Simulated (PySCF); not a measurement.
## Finite-field polarisability of Ga (gallium, neutral)

[Ar] 3d10 4s2 4p1, 2P determinant. Calculation: PySCF 2.14, in aug-cc-pwCVDZ-PP with ECP10MDF; a scalar-relativistic core potential. Frozen: 3s2 3p6 3d10. Energy changes in a uniform field (μhartree):

```
axis  F (au)        HF       MP2      CCSD   CCSD(T)
   x  0.0021   -98.908   -96.641   -94.182   -94.188
   x  0.0042  -395.727  -386.656  -376.827  -376.852
   y  0.0016  -103.191  -101.840   -99.234   -99.217
   y  0.0032  -414.014  -408.564  -398.090  -398.017
```

By symmetry the remaining axis equals x.

Q: Derive α along x at CCSD(T) from the two fields.

A: With ΔE = −αF²/2 − γF⁴/24, α = −(16 ΔE(F) − ΔE(2F))/(6F²) = 42.71 bohr³.

Q: And the mean polarisability at each level?

A: The components xx, yy, zz at CCSD(T) are 42.71, 77.44, 42.71, the third axis being equal by symmetry to one of the two computed. Means: HF 56.75, MP2 55.71, CCSD 54.29, CCSD(T) 54.29 bohr³. Reference: 50 ± 3 bohr³ (recommended; Schwerdtfeger and Nagle, table of static dipole polarizabilities (2023 update)).

A double-zeta set is small for polarisabilities.
